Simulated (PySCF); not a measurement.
## Aluminium: a sound run and one with changed settings

Sound run: Al⁺ [Ne] 3s2, Al²⁺ [Ne] 3s1. Calculation: PySCF 2.14, in cc-pVDZ-DK (4s3p1d, 18 functions); scalar relativity by spin-free X2C-1e. In the sound run the correlated levels freeze [Ne]. The sound run starts from symmetry-adapted Hartree-Fock orbitals and uses a fine grid where one is needed.

A second run was set up differently.

| species | method | sound run (hartree) | changed run (hartree) | converged |
| --- | --- | --- | --- | --- |
| Al⁺ | MP2 | -242.12858 | -242.13300 | yes |
| Al⁺ | CCSD(T) | -242.14201 | -242.14636 | yes |
| Al²⁺ | MP2 | n/a | -241.46182 | yes |
| Al²⁺ | CCSD(T) | n/a | -241.46196 | yes |

Ionisation energy of Al⁺:

| method | sound run (eV) | changed run (eV) |
| --- | --- | --- |
| UHF | 17.574 | 17.574 |
| MP2 | 18.254 | 18.264 |
| SCS-MP2 | 18.390 | 18.397 |
| CCSD | 18.619 | 18.621 |
| CCSD(T) | 18.619 | 18.624 |

**Question.** What was changed?
A. a valence shell is frozen
B. too few SCF iterations
C. all electrons correlated in a valence basis
D. basis contracted for another Hamiltonian

**Answer.** C. A valence basis has no tight correlating functions, so it recovers only part of the core correlation, and not evenly between atom and ion.
